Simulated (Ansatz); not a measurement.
Stepwise reaction of `[NH2][Sn]([F])([Cl])[Cl]` with hydrogen, as a gas-phase model of exchange steps in deposition or etching. ΔE in kJ/mol.

Gas-phase electronic energies from Ansatz, PBE0-D4/def2-TZVP geometries. CBS: MP2 limit from def2 TZ/QZ plus the TZ coupled-cluster correction, frozen cores. This one scheme is used for every species. Functionals use def2-TZVPP. B3LYP here is the variant with VWN-RPA as its local correlation; programs differ in this. def2 core potentials past Kr. For Sn outer-core shells are correlated without core-valence functions, which leaves a few kJ/mol of doubt a bond. One conformer a species, not always the lowest.

```
step                                                       reaction  PBE-D4  B3LYP-D4  ωB97M-V  CCSD(T)/CBS
   1  `[NH2][Sn]([F])([Cl])[Cl]` + H₂ → `[NH2][SnH]([F])[Cl]` + HCl    62.5      62.8     59.5         64.2
   2            `[NH2][SnH]([F])[Cl]` + H₂ → `[NH2][SnH2][F]` + HCl    73.7      74.3     71.9         76.2
```

Problem. By hand: ΔE of the 2 steps together at CCSD(T)/CBS.

Solution. (64.2) + (76.2) = 140.4 kJ/mol, or 70.2 kJ/mol a step.

In ΔE each step is higher than the one before. All are uphill at CCSD(T)/CBS. PBE-D4 differs from CCSD(T)/CBS by -2.5 to -1.7 kJ/mol a step. Isolated molecules leave out the surface, adducts and barriers. Largest T1 diagnostic: 0.013.
